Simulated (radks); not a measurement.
All-electron atom: the erbium ion Er59+ in [He] 2s2 2p5 (the NIST ground configuration).

All-electron calculation, scalar-relativistic Kohn-Sham, LDA (Slater exchange, Perdew-Wang correlation), spin-polarised, spherical densities, finite nucleus; open shells are filled with parallel spins first (spin-orbit coupling, left out, can overturn this in heavy ions); Fermi nuclear charge, rms radius 5.2516 fm. Program: a radial shooting solver on a logarithmic mesh with Libxc functionals.

Energy parts (eV):
part                      energy
total                 -236315.33
kinetic                263047.44
electron-nucleus      -513031.94
Hartree                 16483.03
exchange-correlation    -2813.86

Orbitals (lengths in bohr, moments of r in powers of bohr; r(max) is where P^2 peaks):
orbital  occ.  eigenvalue (eV)       <r^4>      <r^2>   r(max)      <r>
1s up       1        -62530.72   8.601e-07  0.0005671  0.01287  0.02036
1s down     1        -62515.12   8.595e-07  0.0005669  0.01286  0.02036
2s up       1        -14424.16   0.0001205   0.008436  0.07238  0.08462
2s down     1        -14402.99   0.0001208   0.008446  0.07241  0.08467
2p up       3        -13387.63  0.00008853   0.006764  0.05856  0.07463
2p down     2        -13362.64  0.00008887   0.006776  0.05860  0.07469
3s up       0        -6027.122    0.003035    0.04568   0.1912   0.2002
3s down     0        -6021.384    0.003045    0.04576   0.1914   0.2004
3p up       0        -5719.630    0.002862    0.04359   0.1846   0.1943
3p down     0        -5713.120    0.002873    0.04368   0.1848   0.1945
3d up       0        -5463.473    0.001778    0.03302   0.1445   0.1696
3d down     0        -5455.436    0.001788    0.03312   0.1448   0.1699

The highest occupied level is 2p down at -13362.6 eV. The electron density at the nucleus is 8.94e+05 e/bohr^3 (large components only). The density falls to 0.001 e/bohr^3 at r = 0.34 bohr. For comparison, the ionisation energy in NIST's Atomic Spectra Database is 13217 eV (theoretical). In exact Kohn-Sham theory the highest level is minus the ionisation energy, but local and semilocal functionals leave it too shallow, through self-interaction and a potential that decays too fast; potentials with the right tail come closer. Summed over all electrons, <r^2> = 0.05186 bohr^2, which gives a Langevin (diamagnetic) susceptibility term of -0.0411 x 10^-6 cm^3/mol. The spin density at the nucleus is -53.9 e/bohr^3 (1s -139.3, 2s 85.4). Spin moment in Bohr magnetons: 1.
